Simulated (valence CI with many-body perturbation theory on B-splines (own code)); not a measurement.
Values are calculated unless marked as measured or tabulated.
# Sensitivity of CI+MBPT for Cl2+

Level of theory: valence CI with perturbative core correlation (CI+MBPT): five valence electrons over a frozen Dirac-Fock core [Ne], radial functions for each j: 6 s, 6 p, 5 d, 3 f, 1 g, with the one-electron correlation potential Σ1 (screened to all orders), the two-electron term Σ2, the three-electron term Σ3, Breit, model QED; selected single and double excitations, second order for the rest, scaled by the run's own slope (own B-spline code, finite nucleus).

Set against measurement, 7 paired levels are off by 245 cm⁻¹ on average, the worst by 400. These come from a selection out of Moore, Atomic Energy Levels, vol. I, NSRDS-NBS 35 (1971 reprint of NBS Circular 467, 1949), an old analysis. Levels without a partner in it may be off by more. Among the levels kept, up to 2400 cm⁻¹ of a level comes from second order outside the variational space, and about a tenth of that is noise between levels of different J, which matters for small intervals.

The reference run has the lowest level 3s2 3p3 4S°_3/2 and an ionisation energy of 39.5663 eV. Its largest variational space holds 9996 state functions.

Names give the largest LS component (configuration and term), which can be under half, so a name can repeat, a term be missing and a line seem to break the LS rules; names also repeat where a configuration has a term twice.

Changed runs:
A. lowest core n in screening and Σ2 1 → 3
B. correlating orbitals by l 3 3 3 2 1 → 6 1 3 4 1; Breit term on → off; QED terms on → off
C. scale of Σ1 1 → 0
D. start configuration 3s2 3p3 → 3s5 (bad on purpose)

Excitation energies of the reference run in cm⁻¹, and shifts in cm⁻¹:

```tsv
Level	Reference	B	C
3s2 3p3 2D°_3/2	18346	+27	-81
3s2 3p3 2D°_5/2	18407	+41	-84
3s2 3p3 2P°_1/2	30212	+76	-126
3s2 3p3 2P°_3/2	30304	+82	-129
3s 3p4 4P_5/2	98409	+26	-369
3s 3p4 4P_3/2	99017	+42	-380
3s 3p4 4P_1/2	99360	+55	-386
3s 3p4 2D_3/2	122246	+47	-499
3s 3p4 2D_5/2	122289	+59	-503
3s2 3p2 3d 2P_3/2	137158	-31	-660
3s2 3p2 3d 2P_1/2	137871	+1.7	-673
3s2 3p2 3d 4F_3/2	146819	-141	-781
Ionisation energy (eV)	39.5663	+0.0024	-0.2229
```

Run A: It gave no result: the setting left no core shell for the response of the core. The program said: "need at least one array to concatenate".

Run D: It gave no result: a shell was given more electrons than it holds. The program said: "a valence shell holds more than 4l+2 electrons".
